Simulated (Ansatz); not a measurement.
# Which is lower?

The two ends of one reaction step of GeH6O, singlet (PBE0-D4/def2-TZVP).

A:

```json
{"atom": "Ge1", "x (Å)": "-0.5156", "y (Å)": "0.6882", "z (Å)": "0.9420"}
{"atom": "H2", "x (Å)": "-1.5166", "y (Å)": "0.3419", "z (Å)": "-0.1689"}
{"atom": "H3", "x (Å)": "0.1194", "y (Å)": "-0.5955", "z (Å)": "1.4919"}
{"atom": "H4", "x (Å)": "-1.2848", "y (Å)": "1.3774", "z (Å)": "2.0847"}
{"atom": "H5", "x (Å)": "0.5610", "y (Å)": "1.6401", "z (Å)": "0.4157"}
{"atom": "H6", "x (Å)": "0.4201", "y (Å)": "-0.8891", "z (Å)": "-2.1719"}
{"atom": "O7", "x (Å)": "1.0585", "y (Å)": "-0.8318", "z (Å)": "-1.4571"}
{"atom": "H8", "x (Å)": "1.1580", "y (Å)": "-1.7311", "z (Å)": "-1.1362"}
```

B:

Ge1  (0.400, 0.100, 1.145)
H2  (-1.421, 0.808, -2.714)
H3  (1.577, -0.399, 2.006)
H4  (-0.933, -0.232, 1.842)
H5  (0.520, 1.595, 0.840)
H6  (-0.962, 0.445, -2.247)
O7  (0.454, -0.681, -0.459)
H8  (0.364, -1.635, -0.412)
(Å)

Ansatz 0.2.0; basis: def2-TZVPP; cores frozen in the correlated methods. Filled d shells of the heavier atoms are correlated. The def2 sets are not built for correlating such inner shells, so the correlated values are less sure here. B3LYP uses VWN-RPA correlation.

Q: Which structure is lower at CCSD(T), and by how much? (Judge from chemistry; the value comes from the calculation.)

A: The calculation gives: A, by 5.7 kJ/mol (electronic energy, against the other). By their contacts, A is a complex of GeH₄ + H₂O and B is a complex of GeH₄O ([OH][GeH3]) + H₂.

Q: Do the other methods give the same order? (A judgement: the text doesn't fix the answer.)

A: The calculation gives: Not all: MP2 gives the other order.

```json
{"method": "SPW92", "E(B) − E(A) (kJ/mol)": "16.1"}
{"method": "PBE-D4", "E(B) − E(A) (kJ/mol)": "7.9"}
{"method": "BLYP-D4", "E(B) − E(A) (kJ/mol)": "0.7"}
{"method": "r2SCAN-D4", "E(B) − E(A) (kJ/mol)": "4.5"}
{"method": "B97M-V", "E(B) − E(A) (kJ/mol)": "9.5"}
{"method": "PBE0-D4", "E(B) − E(A) (kJ/mol)": "11.4"}
{"method": "B3LYP-D4", "E(B) − E(A) (kJ/mol)": "4.8"}
{"method": "r2SCAN0-D4", "E(B) − E(A) (kJ/mol)": "8.6"}
{"method": "BHLYP-D4", "E(B) − E(A) (kJ/mol)": "7.2"}
{"method": "CAM-B3LYP-D4", "E(B) − E(A) (kJ/mol)": "6.3"}
{"method": "wB97X-V", "E(B) − E(A) (kJ/mol)": "5.3"}
{"method": "wB97M-V", "E(B) − E(A) (kJ/mol)": "7.7"}
{"method": "B2PLYP", "E(B) − E(A) (kJ/mol)": "2.7"}
{"method": "PBE-QIDH", "E(B) − E(A) (kJ/mol)": "7.6"}
{"method": "RPA on PBE", "E(B) − E(A) (kJ/mol)": "3.9"}
{"method": "HF", "E(B) − E(A) (kJ/mol)": "7.5"}
{"method": "MP2", "E(B) − E(A) (kJ/mol)": "-0.2"}
{"method": "CCSD", "E(B) − E(A) (kJ/mol)": "8.1"}
{"method": "CCSD(T)", "E(B) − E(A) (kJ/mol)": "5.7"}
```

No T1 diagnostic of these runs exceeds 0.012.

Labels in which every atom is bracketed show which atoms are joined, not bond orders.

For scale, one of the runs: CCSD(T)/def2-TZVPP, 163 basis functions (an equivalent command: `ansatz run in.yaml --threads 2`). The run took 19 s on 2 CPU threads (shared host), with 1.3 GiB of host memory at its peak.
